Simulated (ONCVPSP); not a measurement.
# Potentials for rhodium compared

Generated with ld1.x 7.5 (TM, RRKJ, ultrasoft, PAW), atompaw 4.2 or ONCVPSP 4.0.1. The cutoff is in Ry: for ld1.x and atompaw files where the sum of valence levels is converged to 10 mRy in a Bessel basis, for ONCV files where the hardest occupied wave has 1 mHa per electron of residual kinetic energy. The error is the largest all-electron minus pseudo excitation energy over each file’s own four to seven test configurations (ionisations up to +4, promotions, holes and added fractions of an electron), all of which were solved. The labels leave out finer settings (local radius, basis sizes, second energies), which also bear on the numbers. Spin-polarised tests are not counted. The rows are a selection from randomly drawn settings: files with unsolved tests, undetermined cutoffs or missed reference levels are left out.

A true bound ghost makes a file unfit for plane-wave use even where its test errors are small: the radial tests pick states by their node count and pass the ghost by.

| potential | cutoff (Ry) | largest error (meV) | bound ghosts |
| --- | --- | --- | --- |
| ONCV, PBE, fully relativistic, rc 0.95/1.35/1.80 (spd), local smoothed, core correction yes, reference 4s2 4p6 4d8, qcut 6.9/10.2/7.6, projectors 2/3/1 | 292 | +11 | none |
| ONCV, PBE, scalar-relativistic, rc 1.70/1.05/2.00 (spd), local smoothed, core correction no, reference 4s2 4p6 4d8.5 5s0.5, qcut 8/7.9/7.2, projectors 2/2/3 | 108 | +4.2 | none |
| ONCV, PBEsol, scalar-relativistic, rc 2.25/2.30/1.25 (spd), local smoothed, core correction yes, reference 4d8 5s1, qcut 2.9/3.1/9.1, projectors 2/2/2 | 59 | -280 | s, p |
| ONCV, PBEsol, scalar-relativistic, rc 1.40/1.45/1.45 (spd), local smoothed, core correction yes, reference 4s2 4p6 4d8 5s1, qcut 7/10/7, projectors 3/2/2 | 62 | -2.2 | none |
| ONCV, PBE, scalar-relativistic, rc 1.70/1.00/1.55 (spd), local smoothed, core correction no, reference 4s2 4p6 4d7 5s2, qcut 8.4/8.9/12, projectors 2/2/2 | 81 | -162 | none |
| ONCV, PBEsol, scalar-relativistic, rc 1.50/1.30/1.80 (spd), local smoothed, core correction no, reference 4s2 4p6 4d8 5s1, qcut 7.2/8.4/9.5, projectors 2/2/3 | 57 | -2.2 | none |

Task: Fill in the row for Rh: ONCV, LDA (Perdew-Wang 92), scalar-relativistic, rc 1.25/1.30/1.80 (spd), local smoothed, core correction yes, reference 4s2 4p6 4d9, qcut 8.9/12.4/6.8, projectors 2/1/2.

Result: cutoff 89 Ry, largest error +2.2 meV, bound ghosts: none.
